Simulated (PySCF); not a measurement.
# Electron correlation in Dy(2+) (dysprosium, charge +2)

[Xe] 4f9 5d1, one real determinant (an excited configuration). Computed with PySCF 2.14 in cc-pVTZ-X2C, with the spin-free X2C one-electron Hamiltonian (Gaussian nucleus). Frozen: [Ar] 3d10; 36 electrons correlated.

MP2 pair energies summed by pair of shells (mhartree):

```
 pair   energy  share (%)
4d-4f  -335.98       21.2
4f-4f  -269.93       17.1
4f-5p  -207.43       13.1
4d-4d  -137.74        8.7
5p-5p  -119.41        7.5
4d-5p   -87.24        5.5
4p-4d   -79.02        5.0
4p-4f   -76.57        4.8
4f-5s   -50.95        3.2
5s-5p   -37.90        2.4
4d-5s   -29.99        1.9
5p-5d   -28.48        1.8
4p-4p   -18.94        1.2
4s-4f   -17.91        1.1
4s-4d   -17.65        1.1
4f-5d   -16.29        1.0
4p-5p   -12.40        0.8
4s-4p    -9.95        0.6
5s-5s    -6.73        0.4
4p-5s    -6.57        0.4
4d-5d    -5.39        0.3
5s-5d    -4.03        0.3
4s-5p    -1.90        0.1
4s-4s    -1.72        0.1
4s-5s    -0.78        0.0
4p-5d    -0.75        0.0
4s-5d    -0.12        0.0
```

Total MP2 correlation energy: -1581.8 mhartree.

Same-spin part -608.55 and opposite-spin part -973.23 mhartree; SCS-MP2 scales them by 1/3 and 6/5 to -1370.7 mhartree.

The reference is one real determinant that mixes LS terms of this configuration.

This basis was not built for core-valence correlation, so the inner-shell part is incomplete.
